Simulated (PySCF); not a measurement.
## Be (beryllium, neutral) across methods

[He] 2s2, closed-shell 1S. Calculation: PySCF 2.14, in x2c-QZVPPall with one added diffuse shell each of s, p type (8s5p2d1f, 40 functions); scalar relativity by spin-free X2C-1e.

| method | E (hartree) | mean ε 1s (eV) | mean ε 2s (eV) | Σ⟨r²⟩ (bohr²) | ⟨S²⟩ |
| --- | --- | --- | --- | --- | --- |
| PBE0 | -14.6392 | -111.98 | -6.494 | 16.74 | 0.000 |
| UHF | -14.57552 | -128.80 | -8.417 | 17.32 | 0.000 |
| wB97X | -14.6658 | -113.92 | -8.633 | 16.95 | 0.000 |
| M06-2X | -14.6693 | -117.18 | -7.277 | 16.53 | 0.000 |
| PBE | -14.6325 | -106.20 | -5.610 | 16.78 | 0.000 |
| BP86 | -14.6621 | -106.44 | -5.704 | 16.75 | 0.000 |
| r2SCAN | -14.6514 | -108.62 | -5.748 | 16.88 | 0.000 |
| LDA | -14.4497 | -104.94 | -5.599 | 17.00 | 0.000 |
| MN15 | -14.6742 | -112.04 | -6.797 | 17.65 | 0.000 |
